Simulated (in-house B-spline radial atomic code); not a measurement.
A calculation on Br²⁺: its settings, and results tabulated from the run. Method: scalar-relativistic (X2C) Hartree-Fock, spin-polarised, averaged over the determinants with the given up and down occupations, Fermi nucleus of rms radius 4.1629 fm, inside a hard spherical wall at 2.87 bohr. Calculated with a radial B-spline atomic code at the basis-set limit.

Command:
```bash
python run_scf.py task.json out
```
Settings (nuclear radius in fm, mass in u):
```
Z                35
configuration    [Ar] 3d10 4s2 4p2 4f1
hamiltonian      x2c
method           hf
spin_polarised   True
nucleus          fermi
rms_radius       4.1629
atomic_mass      78.91834
speed_of_light   137.035999084
wall_radius      2.87
```

Output (hartree, bohr):
```
 radial grid: 60 intervals, B-splines of order 8, outer radius 2.87 bohr

 iter        energy (Eh)    residual
    1      -2599.9568335    4.45e-01
    2      -2600.4476028    8.82e-02
    3      -2600.5816192    1.61e-02
    4      -2600.5870085    5.69e-03
    5      -2600.5872410    2.30e-03
    6      -2600.5873154    4.08e-04
    7      -2600.5873181    8.39e-05
    8      -2600.5873182    8.59e-06
    9      -2600.5873182    7.71e-07
   10      -2600.5873182    3.44e-08

 total energy                    -2600.587318
 kinetic                           2674.87506
 electron-nucleus                 -6272.30488
 electron-electron                  996.84251

 orbital      occ     eigenvalue          <r>       <r^2>       <1/r>       r_max
 1s up      1.000     -498.88524    0.0423122  0.00242282     36.4988     0.02744
 1s down    1.000     -498.86927     0.042311  0.00242268     36.4996     0.02744
 2s up      1.000      -67.74667     0.188614   0.0420258     8.06981      0.1588
 2s down    1.000      -67.73949     0.188599   0.0420171     8.06992      0.1588
 2p up      3.000      -59.64775     0.165244   0.0334391     7.74262      0.1273
 2p down    3.000      -59.63078     0.165278   0.0334522     7.74109      0.1274
 3s up      1.000      -10.85025     0.548174    0.345367      2.6272      0.4828
 3s down    1.000      -10.82060     0.548045    0.344942     2.62571      0.4831
 3p up      3.000       -8.20093     0.562754    0.370846     2.44593      0.4814
 3p down    3.000       -8.16041     0.562389    0.369794     2.44482      0.4819
 3d up      5.000       -3.80334     0.589265    0.428695     2.14775      0.4342
 3d down    5.000       -3.77926     0.583705    0.418413     2.15962      0.4338
 4s up      1.000       -1.66290      1.46644     2.36287    0.880824       1.381
 4s down    1.000       -1.34716      1.46379     2.35723    0.884811       1.373
 4p up      2.000       -0.99087      1.54943     2.62842    0.823586       1.505
 4f up      1.000        0.99118       1.7738     3.32958    0.606735       1.839
```

Run time, properties included: 0.2 s on 1 thread of Arm Neoverse V2, with other jobs on the host.

One-electron X2C: radii and densities carry no picture-change correction, so inner-shell <1/r> comes out high (for 1s by about 2 % at Z = 33, 5 % at 54, 10 % at 75, 30 % at 118) and <r> low.
